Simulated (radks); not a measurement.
The numbers below are computed, except where a source is named.
Q: Ionisation of Li+, [He], to Li2+, 1s1, under several functionals. Scalar-relativistic Kohn-Sham, spin-polarised, spherical densities, finite nucleus; open shells are filled with parallel spins first; a radial shooting solver on a logarithmic mesh with Libxc functionals. Known Delta-SCF values: SOGGA 74.445 eV; Wu-Cohen GGA 74.952 eV; TASK exchange with Perdew-Wang LDA correlation 77.328 eV. What does B86b exchange with PBE correlation give, and what is its highest occupied eigenvalue?

A: 75.557 eV by Delta-SCF; the 1s eigenvalue is -60.568 eV. NIST: 75.640 eV (theoretical).
